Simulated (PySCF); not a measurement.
Does the answer move with the share of exact exchange?

C₃H₁₀Si.
Cartesian coordinates in Å at the PBE0-D3(BJ)/def2-SVP level; atoms count from 1:
```xyz
14
C3H10Si angstrom
C     -2.1387   -0.1679    0.4498
C     -0.7110   -0.6616    0.2328
Si     0.5531    0.7127   -0.0459
C      2.2672    0.0186   -0.3892
H     -2.8426   -1.0012    0.6030
H     -2.5014    0.4129   -0.4132
H     -2.2103    0.4866    1.3333
H     -0.6647   -1.3410   -0.6370
H     -0.3743   -1.2614    1.0969
H      0.5993    1.5995    1.1632
H      0.1096    1.5613   -1.2003
H      2.6308   -0.5815    0.4593
H      2.2556   -0.6257   -1.2822
H      2.9910    0.8284   -0.5663
```

PySCF, pcSseg-2 basis, density fitting, gas phase, PBE0-D3(BJ)/def2-SVP geometry. One functional is left out:

```tsv
functional	exact exchange (%)	HOMO energy (eV)	LUMO energy (eV)	dipole moment (D)
B97-D	0	-6.95	0.00	0.849
BLYP	0	-6.85	-0.11	0.838
BP86	0	-7.05	-0.03	0.861
LDA	0	-7.02	-0.26	0.864
OPBE	0	-6.93	-0.01	0.873
PBE	0	-6.95	-0.14	0.864
B3LYP	20	-8.03	0.29	0.820
B97-2	21	-7.98	0.60	0.838
PBE0	25	-8.22	0.56	0.841
BHandHLYP	50	-9.44	1.09	0.794
```

Predict the row of mPW1PW91 (25 % exact exchange) by straight lines through the other rows, and check it.

```tsv
property	line	computed	computed − line	PBE0 (25 %), for comparison
HOMO energy (eV)	-8.21	-8.26	-0.05	-8.22
LUMO energy (eV)	0.53	0.55	+0.02	0.56
dipole moment (D)	0.828	0.837	+0.009	0.841
```

Which of these properties follows the share of exact exchange most closely, and which least?

Most closely the HOMO energy, least the dipole moment; the correlations over the tabulated rows are HOMO energy -0.998, LUMO energy 0.970, dipole moment -0.876. The HOMO energy moves by -0.499 eV for every 10 %. Functionals with the same share still differ in their other parts: at 0 % BLYP and BP86 differ by 0.20 eV in it.
